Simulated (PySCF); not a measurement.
Geometries of 2 isomers of C3H7B, from PySCF, PBE0-D3(BJ)/def2-SVP geometry optimisation, gas phase. One conformer each, no zero-point energy, no frequencies.

**Question.** Which is lower in electronic energy at this level?
A.
```xyz
11
angstrom
B     -1.815    0.398    0.175
C     -0.586   -0.275   -0.499
C      0.694   -0.341    0.264
C      1.889    0.029   -0.199
H     -1.880    0.502    1.380
H     -2.765    0.735   -0.494
H     -0.438    0.026   -1.549
H     -1.033   -1.302   -0.568
H      0.617   -0.701    1.298
H      2.017    0.401   -1.222
H      2.784   -0.022    0.426
```
B.
```xyz
11
angstrom
B      1.717   -0.470   -0.290
C      0.818    0.768   -0.158
C     -0.518    0.751    0.076
C     -1.400   -0.432    0.251
H      2.900   -0.344   -0.516
H      1.280   -1.592   -0.172
H      1.265    1.765   -0.255
H     -1.041    1.717    0.147
H     -0.857   -1.382    0.180
H     -1.911   -0.383    1.227
H     -2.201   -0.421   -0.509
```

**Answer.** B. That is `B/C=C\C`, 6.4 kcal/mol below the other.

| SMILES | atoms numbered as above | E (Eh) | relative (kcal/mol) | relative (kJ/mol) | dipole (D) |
| --- | --- | --- | --- | --- | --- |
| B/C=C\C | [BH2:1]/[CH:2]=[CH:3]\[CH3:4] | -143.05231 | 0.0 | 0.0 | 1.95 |
| BCC=C | [BH2:1][CH2:2][CH:3]=[CH2:4] | -143.04215 | 6.4 | 26.7 | 0.56 |
